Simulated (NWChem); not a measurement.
System: C$_{2}$H$_{6}$OTi; SMILES [CH3][Ti]([CH3])=[O]

Here is an NWChem input.

```
start job
memory heap 200 mb stack 900 mb global 1100 mb
geometry units angstroms noautosym nocenter noautoz
  Ti     0.112253     0.363870     0.000000
  O      1.579906    -0.230141     0.000000
  C     -0.872175    -0.305030    -1.716066
  H     -1.037236    -1.390287    -1.588365
  H     -1.861164     0.174962    -1.835108
  H     -0.287091    -0.169817    -2.640864
  C     -0.872175    -0.305030     1.716066
  H     -1.861164     0.174962     1.835108
  H     -1.037236    -1.390287     1.588365
  H     -0.287091    -0.169817     2.640864
end
basis spherical
  Ti library 6-31g*
  O library 6-31g*
  C library 6-31g*
  H library 6-31g*
end
dft
  xc pbe0
  iterations 150
end
property
  efieldgrad
end
task dft property
```

Output (shortened):

```
             Northwest Computational Chemistry Package (NWChem) 7.3.0
             --------------------------------------------------------

                             Geometry "geometry" -> ""
                             -------------------------

 Output coordinates in angstroms (scale by  1.889725989 to convert to a.u.)

  No.       Tag          Charge          X              Y              Z
 ---- ---------------- ---------- -------------- -------------- --------------
    1 Ti                  22.0000     0.11225300     0.36387000     0.00000000
    2 O                    8.0000     1.57990600    -0.23014100     0.00000000
    3 C                    6.0000    -0.87217500    -0.30503000    -1.71606600
    4 H                    1.0000    -1.03723600    -1.39028700    -1.58836500
    5 H                    1.0000    -1.86116400     0.17496200    -1.83510800
    6 H                    1.0000    -0.28709100    -0.16981700    -2.64086400
    7 C                    6.0000    -0.87217500    -0.30503000     1.71606600
    8 H                    1.0000    -1.86116400     0.17496200     1.83510800
    9 H                    1.0000    -1.03723600    -1.39028700     1.58836500
   10 H                    1.0000    -0.28709100    -0.16981700     2.64086400

 Effective nuclear repulsion energy (a.u.)     206.7622018342

                              NWChem Property Module
                              ----------------------

  itol2e modified to match energy
  convergence criterion.

                                 NWChem DFT Module
                                 -----------------

 Summary of "ao basis" -> "ao basis" (spherical)
 ------------------------------------------------------------------------------
       Tag                 Description            Shells   Functions and Types
 ---------------- ------------------------------  ------  ---------------------
 Ti                          6-31g*                 12       34   5s4p2d1f
 O                           6-31g*                  6       14   3s2p1d
 C                           6-31g*                  6       14   3s2p1d
 H                           6-31g*                  2        2   2s

  itol2e modified to match energy
  convergence criterion.

            General Information
            -------------------
          SCF calculation type: DFT
          Wavefunction type:  closed shell.
          No. of atoms     :    10
          No. of electrons :    48
           Alpha electrons :    24
            Beta electrons :    24
          Charge           :     0
          Spin multiplicity:     1
          Use of symmetry is: off; symmetry adaption is: off
          Maximum number of iterations: 150
          AO basis - number of functions:    88
                     number of shells:    42
          Convergence on energy requested:  1.00D-07
          Convergence on density requested:  1.00D-05
          Convergence on gradient requested:  5.00D-04

              XC Information
              --------------
                         PBE0 Method XC Functional
                     Hartree-Fock (Exact) Exchange  0.250
          PerdewBurkeErnzerhof Exchange Functional  0.750
            Perdew 1991 LDA Correlation Functional  1.000 local
           PerdewBurkeErnz. Correlation Functional  1.000 non-local

             Grid Information
             ----------------
          Grid used for XC integration:  fine
          Radial quadrature: Mura-Knowles
          Angular quadrature: Lebedev.
          Tag              B.-S. Rad. Rad. Pts. Rad. Cut. Ang. Pts.
          ---              ---------- --------- --------- ---------
          Ti                  1.40      140          10.0       974
          O                   0.60       70          10.0       590
          C                   0.70       70          11.0       590
          H                   0.35       60          12.0       590
          Grid pruning is: on
          Number of quadrature shells:   710
          Spatial weights used:  Erf1

[...]

          -----------------------
          Electric field gradient
          -----------------------

 1 a.u. = 0.324123 10**(16) esu/cm**3  ( or statvolts/cm**2 ) = 0.97174 10**(22) v/m**2

 ------------------------------------------------------------
   Atom      X         Y         Z
 ------------------------------------------------------------
    1 Ti   0.21213   0.68761   0.00000
 ------------------------------------------------------------

 Electric field gradient in molecular frame (a.u.)
         XX             YY             ZZ             XY             XZ             YZ
 ------------------------------------------------------------------------------------------
        0.769345      -1.208941       0.439596      -0.294332      -0.000000      -0.000000

 Principal components (a.u.) and orientation
 of principal axis w.r.t. absolute frame                      Asymmetry parameter eta
 --------------------------------------------------------------------------------------
       -1.251803       0.812207       0.439596                       0.297659

        0.144106       0.989562       0.000000
        0.989562      -0.144106      -0.000000
        0.000000      -0.000000       1.000000

 ------------------------------------------------------------
   Atom      X         Y         Z
 ------------------------------------------------------------
    2 O    2.98559  -0.43490   0.00000
 ------------------------------------------------------------

 Electric field gradient in molecular frame (a.u.)
         XX             YY             ZZ             XY             XZ             YZ
 ------------------------------------------------------------------------------------------
        0.106889      -0.130978       0.024088      -0.224976       0.000000       0.000000

 Principal components (a.u.) and orientation
 of principal axis w.r.t. absolute frame                      Asymmetry parameter eta
 --------------------------------------------------------------------------------------
       -0.266523       0.242434       0.024088                       0.819239

        0.516061       0.856552      -0.000000
        0.856552      -0.516061       0.000000
       -0.000000       0.000000       1.000000

 ------------------------------------------------------------
   Atom      X         Y         Z
 ------------------------------------------------------------
    3 C   -1.64817  -0.57642  -3.24289
 ------------------------------------------------------------

 Electric field gradient in molecular frame (a.u.)
         XX             YY             ZZ             XY             XZ             YZ
 ------------------------------------------------------------------------------------------
       -0.027476      -0.053284       0.080760       0.047784       0.087641       0.079839

 Principal components (a.u.) and orientation
 of principal axis w.r.t. absolute frame                      Asymmetry parameter eta
 --------------------------------------------------------------------------------------
        0.168628      -0.092682      -0.075946                       0.099251

        0.453172      -0.323992       0.830460
        0.386569       0.910883       0.144422
        0.803243      -0.255582      -0.538032

 ------------------------------------------------------------
   Atom      X         Y         Z
 ------------------------------------------------------------
    4 H   -1.96009  -2.62726  -3.00157
 ------------------------------------------------------------

 Electric field gradient in molecular frame (a.u.)
         XX             YY             ZZ             XY             XZ             YZ
 ------------------------------------------------------------------------------------------
        0.133078      -0.273822       0.140744      -0.061909       0.012243       0.051623

 Principal components (a.u.) and orientation
 of principal axis w.r.t. absolute frame                      Asymmetry parameter eta
 --------------------------------------------------------------------------------------
       -0.289528       0.149881       0.139647                       0.035348

        0.147323       0.517988       0.842606
        0.981541       0.028475      -0.189120
       -0.121955       0.854914      -0.504232

 ------------------------------------------------------------
   Atom      X         Y         Z
 ------------------------------------------------------------
    5 H   -3.51709   0.33063  -3.46785
 ------------------------------------------------------------

 Electric field gradient in molecular frame (a.u.)
         XX             YY             ZZ             XY             XZ             YZ
 ------------------------------------------------------------------------------------------
       -0.200702       0.058679       0.142023       0.169772      -0.036420       0.023421

 Principal components (a.u.) and orientation
 of principal axis w.r.t. absolute frame                      Asymmetry parameter eta
 --------------------------------------------------------------------------------------
       -0.288948       0.149641       0.139307                       0.035765

        0.891464       0.178512       0.416443
       -0.442062       0.544232       0.713017
        0.099359       0.819723      -0.564077

 ------------------------------------------------------------
   Atom      X         Y         Z
 ------------------------------------------------------------
    6 H   -0.54252  -0.32091  -4.99051
 ------------------------------------------------------------

 Electric field gradient in molecular frame (a.u.)
         XX             YY             ZZ             XY             XZ             YZ
 ------------------------------------------------------------------------------------------
        0.023811       0.134441      -0.158252      -0.025957       0.199260       0.049618

[...]
```

Level: PBE0/6-31G* (spherical d). Geometry: optimised at PBE0/def2-SVP. Not confirmed as a minimum by frequencies. NWChem prints the field gradient with the sign opposite to the second derivative of the potential.
